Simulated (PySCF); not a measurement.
Compound: C7H7P.
SMILES with atom numbers: `[CH2:1]=[CH:2][c:3]1[cH:4][cH:5][cH:6][p:7][cH:8]1`

Probes without a nucleus sit at each ring's centroid and 1 Å off its mean plane on both sides; NICS is minus the shielding there, NICSzz its component along the normal. Level: GIAO PBE0/pcSseg-1 (PySCF, non-relativistic, gas phase) on the GFN2-xTB geometry, one conformer.

Ring bond lengths (Å), with Mayer bond orders in brackets: C3–C4 1.398 (1.34), C4–C5 1.383 (1.46), C5–C6 1.379 (1.46), C6–P7 1.734 (1.29), P7–C8 1.729 (1.35), C8–C3 1.390 (1.43).

Question: What do the NICS probes read (ppm)?

Answer: 
```tsv
ring	type	NICS(0)	NICS(1), two faces	NICS(1)zz, two faces	rms pucker (Å)	centre to ring atoms, mean (Å)
C3–C4–C5–C6–P7–C8	6-membered ring with P; formal bonds all aromatic	-6.7	-10.1 / -10.1	-25.1 / -25.1	0.00	1.49
```

Question: What do they say, and how far can they be read as aromaticity?

Answer: 
- C3–C4–C5–C6–P7–C8: mean NICS(1)zz -25.1 ppm, shielded.

Question: And the bond-length index? HOMA = 1 − mean of α(R − Ropt)² over the ring bonds, with Krygowski's 1993 parameters (CC: Ropt 1.388 Å, α 257.7 Å⁻²; CP: Ropt 1.698 Å, α 118.91 Å⁻²).

Answer: 
- C3–C4–C5–C6–P7–C8: HOMA 0.95; the largest term is that of C6–P7, α(R − Ropt)² = 0.15.

Question: At the second NICS(1) probe listed for ring C3–C4–C5–C6–P7–C8, 1 Å off the ring, what do the in-plane components average?

Answer: The isotropic value is a third of the trace: (3 × -10.1 − (-25.1))/2 = -2.6 ppm.

Question: Give the inner angles of the rings and the Hirshfeld charges of the ring atoms.

Answer: 
- C3–C4–C5–C6–P7–C8: C3 121.1° (+0.004 e), C4 123.8° (-0.041 e), C5 123.7° (-0.041 e), C6 124.7° (-0.107 e), P7 100.2° (+0.089 e), C8 126.5° (-0.106 e); sum 720.0° against 720° for a flat convex ring.

Question: How shielded are the nuclei of the rings and their hydrogens (means over atoms taken as equivalent)?

Answer: 
```csv
atoms,environment,σ isotropic (ppm)
C3,substituted aromatic carbon,42.2
C4,aromatic CH carbon,49.7
C5,aromatic CH carbon,47.2
C6,aromatic CH carbon,23.0
P7,phosphorus bonded to 2 C,87.5
C8,aromatic CH carbon,29.2
H on C4,aromatic hydrogen,24.28
H on C5,aromatic hydrogen,23.54
H on C6,aromatic hydrogen,22.68
H on C8,aromatic hydrogen,21.97
```

Time: 62 s. Hardware: one thread of an x86-64 server, shared host. This is the whole shielding run at PBE0/pcSseg-1, SCF included.

The values belong to the conformer `[CH2:1]=[CH:2][c:3]1[cH:4][cH:5][cH:6][p:7][cH:8]1`: C1–C2–C3–C4 180°.
